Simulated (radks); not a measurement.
Values are calculated unless marked as measured or tabulated.
Task: Ga+, configuration [Ar] 3d10 4p2 (not the ground configuration). Code: a radial shooting solver on a logarithmic mesh with Libxc functionals. Model: Dirac Kohn-Sham, PBE, spin-unpolarised, spherical densities, finite nucleus; open shells are shared between the two j in proportion to 2j + 1; Fermi nuclear charge, rms radius 3.9973 fm. Some entries of the table are withheld. Estimate them.

| orbital | occ. | eigenvalue (eV) | r(max) (bohr) |
|---|---|---|---|
| 1s1/2 | 2 | -10238.97 | 0.03178 |
| 2s1/2 | 2 | -1273.593 | 0.1825 |
| 2p1/2 | 2 | (1) | 0.1445 |
| 2p3/2 | 4 | (2) | 0.1474 |
| 3s1/2 | 2 | -160.0176 | 0.5648 |
| 3p1/2 | 2 | -113.2094 | (3) |
| 3p3/2 | 4 | -109.5863 | (4) |
| 3d3/2 | 4 | -31.2346 | 0.5319 |
| 3d5/2 | 6 | -30.7691 | 0.5348 |
| 4p1/2 | 0.666667 | -10.8703 | 2.226 |
| 4p3/2 | 1.33333 | -10.6764 | 2.260 |

Result: 
(1) 2p1/2 eigenvalue (eV): -1128.768
(2) 2p3/2 eigenvalue (eV): -1101.111
(3) 3p1/2 r(max) (bohr): 0.5616
(4) 3p3/2 r(max) (bohr): 0.5699
